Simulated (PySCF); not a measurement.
**Nickel: a sound run and one with changed settings**

Sound run: Ni⁺ [Ar] 3d9, Ni²⁺ [Ar] 3d8. Computed with PySCF 2.14 in cc-pVTZ (7s6p4d2f1g, 68 functions), with the non-relativistic Hamiltonian (point nucleus). In the sound run the correlated levels freeze [Ar]. The sound run starts from symmetry-adapted Hartree-Fock orbitals and uses a fine grid where one is needed.

Changed run: scalar relativity by spin-free X2C-1e. This setting is unsound on purpose.

| species | method | sound run (hartree) | changed run (hartree) | converged |
| --- | --- | --- | --- | --- |
| Ni⁺ | UHF | -1506.59560 | -1516.52946 | yes |
| Ni⁺ | M06-2X | -1507.98890 | -1517.91890 | yes |
| Ni⁺ | M06-L | -1507.97019 | -1517.90528 | yes |
| Ni⁺ | MP2 | -1506.96844 | -1516.90515 | yes |
| Ni²⁺ | UHF | -1506.03838 | -1515.97913 | yes |
| Ni²⁺ | M06-2X | -1507.31903 | -1517.25521 | yes |
| Ni²⁺ | M06-L | -1507.31093 | -1517.25063 | yes |
| Ni²⁺ | MP2 | -1506.29488 | -1516.23717 | yes |

Ionisation energy of Ni⁺:

```
 method  sound run (eV)  changed run (eV)
    UHF          15.163            14.975
 M06-2X          18.228            18.060
  M06-L          17.939            17.814
    MP2          18.329            18.177
SCS-MP2          18.033            17.878
```

Most of the change in total energy is the relativistic energy itself. On top of that the contraction fixes the core shape for the Hamiltonian it was made with, so the changed run is not a good calculation with the other Hamiltonian either.

For comparison, NIST gives 18.169 eV between the lowest levels.
